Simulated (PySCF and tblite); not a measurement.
Values are calculated unless marked as measured or tabulated.
C6H11F3Si, numbered as in [F:1][C:2]([F:3])([F:4])[SiH:5]1[CH2:6][CH2:7][CH2:8][CH2:9][CH2:10]1.

Free energies: PBE0-D3(BJ)/def2-SVPD on PBE0-D3(BJ)/def2-SVP structures plus GFN2-xTB thermal terms, symmetry and mirror images included. Conformers within 4 kcal/mol (GFN2-xTB free energy) were kept, 5 at most. GIAO shieldings: PBE0/pcSseg-1. Shifts are against TMS (¹H), TMS (¹³C), CFCl3 (¹⁹F), TMS (²⁹Si) at the same level; of two unlike H on one atom, a is the less shielded. (PySCF 2.14, tblite 0.8.)

Task: List the conformer-averaged shifts at 298.15 K.

Result: ¹H: 4.14 (H5, 1H), 1.77 (H7a/H9a, 2H), 1.62 (H7b/H9b, 2H), 1.44 (H8a, 1H), 1.26 (H8b, 1H), 0.91 (H6a/H10a, 2H), 0.72 (H6b/H10b, 2H) ppm. ¹³C: 136.4 (C2), 30.7 (C8), 25.2 (C7/C9), 8.2 (C6/C10) ppm. ¹⁹F: -73.7 (F1/F3/F4) ppm. ²⁹Si: -23.7 (Si5) ppm.

Task: How do the conformers differ?

Result: The 6-ring runs over atoms 5–6–7–8–9–10.
| conformer | shape | weight % |
| --- | --- | --- |
| 1 | 6-ring chair (C2 axial) | 62.3 |
| 2 | 6-ring chair (all substituents equatorial) | 37.7 |

| signal | 1 | 2 | average |
| --- | --- | --- | --- |
| H5 | 4.13 | 4.15 | 4.14 |
| H6a/H10a | 1.05 | 0.69 | 0.91 |
| H6b/H10b | 0.57 | 0.97 | 0.72 |
| H7a/H9a | 1.63 | 2.00 | 1.77 |
| H7b/H9b | 1.88 | 1.19 | 1.62 |
| H8a | 1.64 | 1.11 | 1.44 |
| H8b | 1.05 | 1.61 | 1.26 |
| C2 | 136.9 | 135.5 | 136.4 |
| C6/C10 | 8.4 | 7.8 | 8.2 |
| C7/C9 | 24.9 | 25.8 | 25.2 |
| C8 | 30.8 | 30.6 | 30.7 |
| F1/F3/F4 | -72.1 | -76.3 | -73.7 |
| Si5 | -24.2 | -22.9 | -23.7 |

Task: Which signal moves most, for its nucleus, between 250 and 373.15 K through the change of populations alone?

Result: H7b/H9b: 1.64 ppm at 250 K, 1.63 ppm at 273.15 K, 1.62 ppm at 298.15 K, 1.61 ppm at 323.15 K, 1.60 ppm at 373.15 K.

Unscaled ¹⁹F and ²⁹Si shifts at such levels can be off by tens of ppm; differences between conformers or isomers are more reliable. Shifts are unscaled: against experiment ¹³C can be off by 15 ppm or more and ¹H by 0.8 ppm.
